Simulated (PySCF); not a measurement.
A series of related molecules.

All values: CAM-B3LYP/def2-SVPD (PySCF) at PBE0-D3(BJ)/def2-SVP geometries, gas phase, one conformer each. Core orbitals are frozen in the response; Δα² is half the sum of the squared differences of the principal polarisabilities. The calculation is non-relativistic, for germanium and bromine too.

(1) Rank by polarisability anisotropy Δα, lowest first.
A. `[CH3:1][O:2][GeH2:3][F:4]` with C1–O2–Ge3–F4 -171°
B. `[CH3][GeH2][F]`
C. `[F:1][GeH2:2][CH:3]([Cl:4])[Cl:5]` with F1–Ge2–C3–Cl4 175°
D. `[F:1][GeH2:2][B:3]([Cl:4])[Cl:5]` with F1–Ge2–B3–Cl4 -175°

(2) Rank by dipole moment, lowest first.
A. `[GeH2]([Br])[F]`
B. `[CH3:1][O:2][GeH2:3][F:4]` with C1–O2–Ge3–F4 -171°
C. `[F:1][GeH2:2][B:3]([Cl:4])[Cl:5]` with F1–Ge2–B3–Cl4 -175°
D. `[CH3][GeH2][F]`
E. `[F:1][CH2:2][GeH2:3][F:4]` with F1–C2–Ge3–F4 180°
F. `[F:1][GeH2:2][CH:3]([Cl:4])[Cl:5]` with F1–Ge2–C3–Cl4 175°

(3) Rank by HOMO–LUMO gap, lowest first.
A. `[CH3][GeH2][F]`
B. `[F][GeH2][Br]`
C. `F[CH2][GeH2][F]`
D. `Cl[B]([GeH2][F])Cl`
E. `[F][GeH2][CH](Cl)Cl`
F. `C[O][GeH2][F]`

Answers

(1) B (1.17 Å³), A (1.39 Å³), C (2.47 Å³), D (3.19 Å³).

(2) E (0.69 D), F (1.70 D), C (2.06 D), A (2.31 D), D (2.63 D), B (3.33 D).

(3) D (8.58 eV), B (9.99 eV), E (10.12 eV), F (10.36 eV), C (10.76 eV), A (11.59 eV).

All values together:

```tsv
SMILES	formula	μ (D)	HOMO (eV)	LUMO (eV)	α (Å³)	Δα (Å³)	electrons	α per electron (Å³)	ΔSCF removal energy (eV)
[F][GeH2][B](Cl)Cl	BCl2FGeH2	2.06	-9.95	-1.37	10.57	3.19	82	0.129	10.83
[CH3][GeH2][F]	CH5FGe	2.63	-10.54	1.05	6.47	1.17	52	0.124	11.59
F[CH2][GeH2][F]	CH4F2Ge	0.69	-10.32	0.45	6.49	0.96	60	0.108	11.40
[F][GeH2][Br]	BrFGeH2	2.31	-10.02	-0.03	7.65	2.58	78	0.098	11.21
C[O][GeH2][F]	CH5FGeO	3.33	-9.70	0.66	6.92	1.39	60	0.115	10.67
[F][GeH2][CH](Cl)Cl	CH3Cl2FGe	1.70	-9.85	0.27	10.29	2.47	84	0.122	10.75
```

Conformers: `[F:1][GeH2:2][B:3]([Cl:4])[Cl:5]` with F1–Ge2–B3–Cl4 -175°; `[F:1][CH2:2][GeH2:3][F:4]` with F1–C2–Ge3–F4 180°; `[CH3:1][O:2][GeH2:3][F:4]` with C1–O2–Ge3–F4 -171°; `[F:1][GeH2:2][CH:3]([Cl:4])[Cl:5]` with F1–Ge2–C3–Cl4 175°.

Question: By how much does the ΔSCF value exceed −ε(HOMO) over the species that have both?

Answer: By 0.87 to 1.19 eV, 1.01 eV on average, over 6 species.
